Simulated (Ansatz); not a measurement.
C2H8B2O can be A, `BCCBO`, or B, `CBCBO`.

Computed with Ansatz on PBE0-D4/def2-TZVP structures; ΔE is electronic, products minus reactants. CBS: MP2 limit from def2 TZ/QZ plus the TZ coupled-cluster correction, frozen cores. DFT in def2-TZVPP. B3LYP here is the variant with VWN-RPA as its local correlation; programs differ in this. One conformer a species, not always the lowest.

A:

```xyz
13

B     0.996   -0.326   -1.998
C    -0.045    0.140   -0.952
C     0.179   -0.208    0.525
B    -0.738    0.586    1.521
O    -1.357    0.025    2.586
H     2.098   -0.668   -1.668
H     0.734   -0.289   -3.167
H    -1.067   -0.095   -1.272
H    -0.001    1.241   -1.082
H     0.098   -1.293    0.669
H     1.218    0.040    0.788
H    -0.922    1.767    1.387
H    -1.194   -0.920    2.663
```

B:

```xyz
13

C     1.1978    1.4676   -0.3739
B    -0.2219    0.8325   -0.4764
C    -0.8092   -0.1357    0.5893
B    -0.8244   -1.5817   -0.0284
O     0.0270   -2.5598    0.3634
H     1.8336    1.0677    0.4191
H     1.0570    2.5399   -0.1729
H     1.7368    1.4317   -1.3259
H    -0.8955    1.0974   -1.4367
H    -1.8686    0.1129    0.7379
H    -0.2720   -0.1037    1.5433
H    -1.5880   -1.8844   -0.9010
H     0.6274   -2.2842    1.0621
```

Question: Which isomer does CCSD(T)/CBS put lower? Give the gap. (Best estimate.)

Answer: The calculation gave: B, by 81.2 kJ/mol.

Question: Give E(B) − E(A) in kJ/mol with CCSD/def2-TZVPP, r2SCAN-D4, B3LYP-D4, B2PLYP, CCSD(T)/def2-TZVPP, HF/def2-TZVPP, PBE-D4. (Estimate.)

Answer: Computed: CCSD/def2-TZVPP -79.7, r2SCAN-D4 -89.6, B3LYP-D4 -83.2, B2PLYP -82.7, CCSD(T)/def2-TZVPP -81.1, HF/def2-TZVPP -72.9, PBE-D4 -87.6. None reverses the order clearly.

Largest T1 diagnostic: 0.012.

In def2-TZVPP, CCSD(T) changes the Hartree–Fock value by −8.2 kJ/mol (the triples alone add −1.4 kJ/mol) and MP2 by −10.6 kJ/mol.
